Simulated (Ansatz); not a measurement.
Geometry optimisation, Ansatz, RHF/def2-SVP.

Input file:

```yaml
crystal:
  periodic: [false, false, false]
  atoms:
    - { symbol: W, position_ang: [0.070767, 0.063426, -0.111795] }
    - { symbol: O, position_ang: [-0.18027, 0.198292, 1.765074] }
    - { symbol: H, position_ang: [-0.489068, -0.465978, 2.370224] }
    - { symbol: Cl, position_ang: [2.265484, -0.535721, -0.512479] }
    - { symbol: Cl, position_ang: [-0.551515, 2.24613, -0.276812] }
    - { symbol: H, position_ang: [-1.514901, -0.360755, -0.206139] }
    - { symbol: Cl, position_ang: [-0.231421, -2.283762, 0.298417] }
    - { symbol: Cl, position_ang: [-0.352975, -0.1886, -2.380277] }
    - { symbol: Br, position_ang: [2.378421, 2.231837, 1.964406] }
    - { symbol: H, position_ang: [1.159679, 1.724032, 2.648181] }
basis:
  gaussian: { orbitals: def2-SVP }
hamiltonian:
  xc: hf
relax:
  f_tol: 0.03
  max_steps: 50
output:
  orbitals: {}
```

Run as:

```bash
$ ansatz run input.yaml --threads 4 --pin off --max-ram 5120MiB --backend cpu --events-out ev --progress --plain --runs-dir out
```

Problem. Where does it end, and by what steps?

Solution. It converged. After 49 steps the energy has fallen by 0.548 eV; Br9 moved furthest, 1.98 Å.

| step | energy less start (eV) | largest force component (eV/Å) | accepted |
| --- | --- | --- | --- |
| 0 | 0.0000 | 1.629 | yes |
| 2 | -0.2877 | 0.221 | yes |
| 4 | -0.3305 | 0.448 | yes |
| 6 | -0.3422 | 0.283 | yes |
| 8 | -0.3502 | 0.242 | yes |
| 10 | -0.3553 | 0.086 | yes |
| 12 | -0.3489 | 0.861 | no |
| 14 | -0.3669 | 0.253 | yes |
| 16 | -0.3741 | 0.462 | yes |
| 18 | -0.3856 | 0.193 | yes |
| 20 | -0.3961 | 0.141 | yes |
| 22 | -0.4054 | 0.161 | yes |
| 24 | -0.4335 | 0.291 | yes |
| 26 | -0.4268 | 1.710 | no |
| 28 | -0.4646 | 0.487 | yes |
| 30 | -0.4847 | 0.951 | yes |
| 32 | -0.5168 | 0.320 | yes |
| 34 | -0.5313 | 0.105 | yes |
| 36 | -0.5360 | 0.087 | yes |
| 38 | -0.5407 | 0.112 | yes |
| 40 | -0.5435 | 0.108 | yes |
| 42 | -0.5459 | 0.062 | yes |
| 44 | -0.5469 | 0.068 | yes |
| 46 | -0.5474 | 0.042 | yes |
| 48 | -0.5476 | 0.032 | yes |
| 49 | -0.5477 | 0.021 | yes |

```xyz
10
Properties=species:S:1:pos:R:3
W 0.035 -0.402 -0.347
O 0.689 -0.268 1.326
H 0.974 0.269 2.061
Cl 1.818 -1.608 -1.259
Cl -0.021 1.949 -0.194
H -1.570 -0.237 0.032
Cl -0.951 -2.498 0.039
Cl -0.751 -0.026 -2.485
Br 1.425 2.302 3.693
H 0.906 3.150 2.693
```

Time of the run: 5.7 min on 4 threads of Arm Neoverse N1 (shared host), peak memory 0.63 GiB.
